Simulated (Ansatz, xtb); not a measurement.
## C4H4BCl: which of two isomers lies lower

Structure I: `ClC1=CBC=C1`, a singlet. Structure II: the triplet with the links of `ClB1C=CC=C1`. Both are isolated molecules in the gas phase, relaxed with PBE-D3(BJ)/def2-SVP.

I (Å):

```yaml
atoms:
  - { symbol: C, position_ang: [-0.2777, -2.1883, -0.2592] }
  - { symbol: C, position_ang: [0.3267, -1.5870, -1.3181] }
  - { symbol: C, position_ang: [-0.6504, 0.0550, 0.3473] }
  - { symbol: C, position_ang: [-0.8693, -1.2162, 0.7494] }
  - { symbol: B, position_ang: [0.1483, -0.0556, -1.0374] }
  - { symbol: Cl, position_ang: [-0.4338, -3.8810, 0.0414] }
  - { symbol: H, position_ang: [0.8061, -2.1321, -2.1401] }
  - { symbol: H, position_ang: [0.5368, 0.8634, -1.7303] }
  - { symbol: H, position_ang: [-0.9844, 0.9377, 0.9107] }
  - { symbol: H, position_ang: [-1.3862, -1.5796, 1.6518] }
```

II (Å):

```xyz
10

C    -0.5100   -1.4029   -1.4638
C    -0.6956   -0.0865   -0.8892
C    -0.3219   -0.0710    0.4619
C     0.1405   -1.3758    0.8875
B     0.0429   -2.3106   -0.3405
Cl    0.4676   -4.0277   -0.4382
H    -0.7474   -1.6193   -2.5165
H    -1.0782    0.7920   -1.4314
H    -0.3767    0.8213    1.1046
H     0.4791   -1.5682    1.9168
```

Problem. Estimate which is lower in electronic energy at CCSD(T)/def2-SVP + ΔMP2/def2-TZVPP, and by roughly how much.

Solution. The CCSD(T)/def2-SVP + ΔMP2/def2-TZVPP calculation puts structure II lower, by 5.6 kcal/mol.

How the difference moves with the method:

```json
{"level": "PBE-D3(BJ)/def2-SVP", "geometry": "PBE-D3(BJ)/def2-SVP", "E(II) − E(I) (kcal/mol)": "−12.9", "departure from the last row (kcal/mol)": "−7.3", "job, with rough time for the two": "optimisation, 44 s"}
{"level": "HF/def2-SVP", "geometry": "PBE-D3(BJ)/def2-SVP", "E(II) − E(I) (kcal/mol)": "−27.7", "departure from the last row (kcal/mol)": "−22.1", "job, with rough time for the two": "part of the CCSD(T) run"}
{"level": "MP2/def2-SVP", "geometry": "PBE-D3(BJ)/def2-SVP", "E(II) − E(I) (kcal/mol)": "−7.9", "departure from the last row (kcal/mol)": "−2.3", "job, with rough time for the two": "part of the CCSD(T) run"}
{"level": "CCSD(T)/def2-SVP", "geometry": "PBE-D3(BJ)/def2-SVP", "E(II) − E(I) (kcal/mol)": "−9.7", "departure from the last row (kcal/mol)": "−4.1", "job, with rough time for the two": "single point"}
{"level": "CCSD(T)/def2-SVP + ΔMP2/def2-TZVPP", "geometry": "PBE-D3(BJ)/def2-SVP", "E(II) − E(I) (kcal/mol)": "−5.6", "departure from the last row (kcal/mol)": "", "job, with rough time for the two": "single point, 98 s"}
```

As drawn, II has 1 B–Cl, 1 C–H in place of 1 C–Cl, 1 B–H.

None of the levels shown reverses the order. The largest departure from CCSD(T)/def2-SVP + ΔMP2/def2-TZVPP is that of HF/def2-SVP, 22.1 kcal/mol. At CCSD(T)/def2-SVP + ΔMP2/def2-TZVPP a singlet with the links of II lies below this triplet. Levels run at GFN2-xTB geometries aren't shown. The last row adds to CCSD(T) the change of the MP2 difference between the two basis sets, here +4.1 kcal/mol, a large step that makes the value less sure.

With harmonic frequencies from PBE-D3(BJ)/def2-SVP (ideal gas, rigid rotor, one conformer each, 298.15 K, 1 atm): on the last row, ΔE + ΔZPE = −4.8, ΔH = −4.9, ΔG = −5.0 kcal/mol.

Open shells are spin-unrestricted. The correlated steps freeze 10 core orbitals. ΔG holds the spin degeneracy. Programs: Ansatz 0.2.0; the last row on 2 threads of AMD EPYC 7R43 64-Core Processor (Zen 3) on a shared host.
